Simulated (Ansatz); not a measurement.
`[CH3][GeH]1[SiH2][B]1F`. Charge 0, multiplicity 1.

Z-matrix (Å, degrees):
```
C
Ge 1 1.954
H 1 1.090 2 110.0
H 1 1.089 2 109.9 3 120.6
H 1 1.091 2 109.2 3 -119.6
Si 2 2.493 1 107.6 3 -87.3
B 2 2.048 1 130.3 3 -138.7
H 2 1.544 1 111.1 3 57.7
H 6 1.490 2 141.8 1 115.7
H 6 1.487 2 91.7 1 -14.0
F 7 1.317 2 129.3 1 -138.7
```

Q: What are the harmonic wavenumbers in cm⁻¹ at PBE0-D4/def2-TZVP (Ansatz, finite differences of forces, unscaled)? (Best estimate.)

A: Ansatz gave: 85, 98, 134, 197, 239, 291, 376, 489, 508, 538, 562, 606, 633, 685, 799, 863, 908, 1255, 1344, 1450, 1453, 2106, 2191, 2226, 3066, 3156, 3175.

Q: Is this a minimum?

A: Yes, all 27 modes are real.

Q: Give the ideal-gas thermochemistry at 298.15 K and 1 bar (rigid rotor, harmonic oscillator; point group C1, symmetry number 1).

A: Zero-point energy 176.0 kJ/mol; H(298) − E = 200.4 kJ/mol; entropy 375.4 J/(mol·K), of which translation 171.2, rotation 117.1, vibration 87.0; G(298) − E = 88.4 kJ/mol. Modes under 100 cm⁻¹ are hindered rotations or soft bends, so the harmonic entropy is rough.

Q: And at 400, 500, 600, 800 and 1000 K?

A: 
| T (K) | H − E (kJ/mol) | S (J/mol/K) | G − E (kJ/mol) |
| --- | --- | --- | --- |
| 400 | 214.4 | 415.9 | 48.1 |
| 500 | 230.1 | 450.7 | 4.7 |
| 600 | 247.1 | 481.7 | -41.9 |
| 800 | 284.5 | 535.3 | -143.8 |
| 1000 | 325.1 | 580.6 | -255.5 |
